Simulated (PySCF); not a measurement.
Calculation: PBE-D3(BJ)/def2-TZVP // B3LYP-D3(BJ)/def2-TZVP in PySCF. All species are isolated molecules in the gas phase. 

Reference species (SMILES): `C[SiH]([SiH3])[SiH3]` (neutral, multiplicity 1).

The HOMO is -6.66 eV and the LUMO comes out as -1.04 eV.

Changed species: `[SiH3]C([SiH3])[SiH3]`.

Question: Give the shifts of the HOMO and LUMO.

Answer: the HOMO decreases by 0.90 eV, to -7.56 eV; the LUMO rises by 0.17 eV, to -0.87 eV.
